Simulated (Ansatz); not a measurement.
Ge24H30⁻, a nanocrystal cut from hexagonal germanium. Charge -1, multiplicity 2. Geometry PBE-D4/def2-SVP, that of the neutral singlet; atoms count from 1.

Cartesian coordinates in Å:
```
Ge 4.520 -0.420 0.802
Ge 4.655 -2.356 -0.705
Ge 2.094 2.382 2.429
Ge 1.322 4.346 1.187
Ge 2.228 0.442 0.914
Ge 1.501 1.066 -1.344
Ge 2.442 -2.830 -1.639
Ge 1.628 -0.871 -2.865
Ge -0.900 3.883 0.270
Ge -0.786 1.950 -1.255
Ge -1.485 2.582 -3.517
Ge -0.585 -1.314 -3.819
Ge -1.365 0.659 -5.042
Ge 0.545 1.894 4.261
Ge 0.739 -1.348 1.685
Ge 0.861 -3.294 0.175
Ge -1.673 1.446 3.328
Ge -2.466 3.405 2.091
Ge -1.560 -0.501 1.820
Ge -2.231 0.138 -0.451
Ge -1.365 -3.776 -0.730
Ge -2.119 -1.802 -1.971
Ge -3.030 -2.298 2.605
Ge -2.918 -4.241 1.105
H 5.467 0.709 0.299
H 4.986 -0.826 2.231
H 5.662 -2.061 -1.856
H 5.176 -3.599 0.076
H 3.519 2.657 3.008
H 2.313 4.654 0.028
H 1.273 5.592 2.121
H 2.450 2.184 -1.885
H 2.494 -4.056 -2.603
H 2.628 -0.527 -4.015
H -1.401 5.122 -0.538
H -0.568 3.728 -4.036
H -2.942 3.129 -3.468
H -0.501 -2.557 -4.759
H -0.388 0.973 -6.213
H -2.769 0.381 -5.654
H 0.484 3.094 5.252
H 1.043 0.647 5.048
H 1.192 -1.799 3.111
H 1.363 -4.523 0.998
H -2.671 1.119 4.484
H -2.583 4.633 3.041
H -3.878 3.116 1.504
H -3.705 0.653 -0.412
H -1.272 -4.992 -1.704
H -3.550 -2.063 -2.539
H -2.609 -2.715 4.045
H -4.493 -1.768 2.676
H -2.440 -5.494 1.897
H -4.333 -4.550 0.533
```

Single mean-field runs in def2-SVP are fitted with def2-universal-jkfit. The highest occupied level of the charge -1 doublet lies above zero (up to 0.20 eV). By energy differences its removal costs 0.72 eV (vertical, to the charge 0 singlet, at PBE0-D4/def2-SVP); self-interaction error and the lack of diffuse functions both raise the level.

(1) Estimate the Mulliken populations of the heavy atoms from the PBE0/def2-SVP orbitals of Ansatz.

(2) Where does the spin sit?

(3) And the Mayer bond orders between bonded heavy atoms (over 0.3)?

## Answers

(1) 
```tsv
atom	charge (e)	spin (α − β)
Ge1	0.09	0.11
Ge2	0.07	0.07
Ge3	0.02	0.04
Ge4	0.09	-0.01
Ge5	-0.11	0.03
Ge6	-0.01	0.04
Ge7	0.04	0.00
Ge8	-0.02	0.04
Ge9	0.02	0.04
Ge10	-0.11	0.03
Ge11	0.09	0.11
Ge12	0.04	0.00
Ge13	0.07	0.07
Ge14	0.09	-0.01
Ge15	-0.01	0.04
Ge16	-0.02	0.04
Ge17	0.02	0.04
Ge18	0.09	-0.01
Ge19	-0.11	0.03
Ge20	-0.01	0.04
Ge21	0.04	0.00
Ge22	-0.02	0.04
Ge23	0.09	0.11
Ge24	0.07	0.07
```
Mulliken values and Mayer orders depend strongly on the basis.

(2) Summed by element: Ge 0.94, H 0.06, of 1 unpaired in all. Largest on single atoms: Ge1 0.11, Ge23 0.11, Ge11 0.11.

(3) Ge1–Ge2 0.95 (2.46 Å); Ge1–Ge5 0.76 (2.45 Å); Ge2–Ge7 0.87 (2.45 Å); Ge3–Ge4 0.93 (2.45 Å); Ge3–Ge5 0.89 (2.47 Å); Ge3–Ge14 0.93 (2.45 Å); Ge4–Ge9 0.93 (2.45 Å); Ge5–Ge6 0.92 (2.45 Å); Ge5–Ge15 0.92 (2.45 Å); Ge6–Ge8 0.91 (2.47 Å); Ge6–Ge10 0.92 (2.45 Å); Ge7–Ge8 0.90 (2.45 Å); Ge7–Ge16 0.90 (2.45 Å); Ge8–Ge12 0.90 (2.45 Å); Ge9–Ge10 0.89 (2.47 Å); Ge9–Ge18 0.93 (2.45 Å); Ge10–Ge11 0.76 (2.45 Å); Ge10–Ge20 0.92 (2.45 Å); Ge11–Ge13 0.95 (2.46 Å); Ge12–Ge13 0.87 (2.45 Å); Ge12–Ge22 0.90 (2.45 Å); Ge14–Ge17 0.93 (2.45 Å); Ge15–Ge16 0.91 (2.47 Å); Ge15–Ge19 0.92 (2.45 Å); Ge16–Ge21 0.90 (2.45 Å); Ge17–Ge18 0.93 (2.45 Å); Ge17–Ge19 0.89 (2.47 Å); Ge19–Ge20 0.92 (2.45 Å); Ge19–Ge23 0.76 (2.45 Å); Ge20–Ge22 0.91 (2.47 Å); Ge21–Ge22 0.90 (2.45 Å); Ge21–Ge24 0.87 (2.45 Å); Ge23–Ge24 0.95 (2.46 Å).
